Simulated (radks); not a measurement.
The numbers below are computed, except where a source is named.
Si VI, 9 electrons, occupied as [He] 2s2 2p5.

Code: a radial shooting solver on a logarithmic mesh with Libxc functionals. Model: scalar-relativistic Kohn-Sham, LDA (Slater exchange, Perdew-Wang correlation), spin-polarised, spherical densities, finite nucleus; open shells are filled with parallel spins first; Fermi nuclear charge, rms radius 3.1224 fm.

Energy parts (eV):
| part | energy |
|---|---|
| total | -7588.899 |
| kinetic | 7604.458 |
| electron-nucleus | -17297.908 |
| Hartree | 2570.739 |
| exchange-correlation | -466.188 |

Orbitals (lengths in bohr, moments of r in powers of bohr; <r^-3> diverges for s and p1/2; r(90%) holds 90 % of the orbital's charge):
[
 {"orbital": "1s up", "occ.": "1", "eigenvalue (eV)": "-1884.948", "r(90%)": "0.199", "<r>": "0.1116", "<r^2>": "0.01677", "<r^-3>": "-"},
 {"orbital": "1s down", "occ.": "1", "eigenvalue (eV)": "-1883.020", "r(90%)": "0.199", "<r>": "0.1115", "<r^2>": "0.01674", "<r^-3>": "-"},
 {"orbital": "2s up", "occ.": "1", "eigenvalue (eV)": "-231.1750", "r(90%)": "0.858", "<r>": "0.5487", "<r^2>": "0.3572", "<r^-3>": "-"},
 {"orbital": "2s down", "occ.": "1", "eigenvalue (eV)": "-228.0591", "r(90%)": "0.863", "<r>": "0.5512", "<r^2>": "0.3608", "<r^-3>": "-"},
 {"orbital": "2p up", "occ.": "3", "eigenvalue (eV)": "-189.6610", "r(90%)": "0.839", "<r>": "0.5051", "<r^2>": "0.3173", "<r^-3>": "53.55"},
 {"orbital": "2p down", "occ.": "2", "eigenvalue (eV)": "-186.1670", "r(90%)": "0.846", "<r>": "0.5089", "<r^2>": "0.3225", "<r^-3>": "52.92"}
]

The highest occupied level is 2p down at -186.17 eV. The electron density at the nucleus is 1897 e/bohr^3 (large components only).
